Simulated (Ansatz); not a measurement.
Calculated with Ansatz (gas phase, PBE0-D4/def2-TZVP geometries, no zero-point term in ΔE). CCSD(T)/CBS adds triple-zeta CCSD(T) − MP2 to the extrapolated MP2 energy (def2 sets, frozen cores). Functionals use def2-TZVPP. No spin–orbit coupling; open shells (•) take unrestricted orbitals. One conformer a species, not always the lowest.

Reaction (homolysis of the O–Si bond): `CO[SiH](O)F` → `C[O]`• + `O[SiH]F`•

```tsv
level	ΔE (kcal/mol)
r2SCAN-D4	119.2
PBE0-D4	120.4
BHLYP-D4	121.7
ωB97M-V	127.5
MP2/def2-TZVPP	135.2
CCSD/def2-TZVPP	125.4
CCSD(T)/def2-TZVPP	127.2
SCS-MP2/def2-QZVPP	134.8
```

Problem. What does CCSD(T)/CBS give? (Estimate.)

Solution. Ansatz gave: +130.4 kcal/mol. The listed levels differ from it by -11.2, -10.0, -8.7, -2.9, 4.8, -5.0, -3.2, 4.4 kcal/mol.

Largest T1 diagnostic among the species: 0.019.

In def2-TZVPP, CCSD(T) changes the Hartree–Fock value by +28.9 kcal/mol (the triples alone add +1.8 kcal/mol) and MP2 by +37.0 kcal/mol; breaking electron pairs costs correlation energy, which Hartree–Fock lacks. The D4 term adds +3.0 kcal/mol with B3LYP and +1.6 kcal/mol with PBE0; it sums over pairs of atoms, weighted by their polarisabilities, and B3LYP, whose exchange is more repulsive, gets the larger term. Leaving LDA and LC-ωPBE aside and taking each functional with its dispersion term where it has one, the values, not all of them listed here, spread over 12.4 kcal/mol, from revPBE-D4 to ωB97M-V. LDA lies +18.3 kcal/mol from PBE without D4, its usual overbinding.

B3LYP here is the variant with VWN-RPA as its local correlation; programs differ in this.
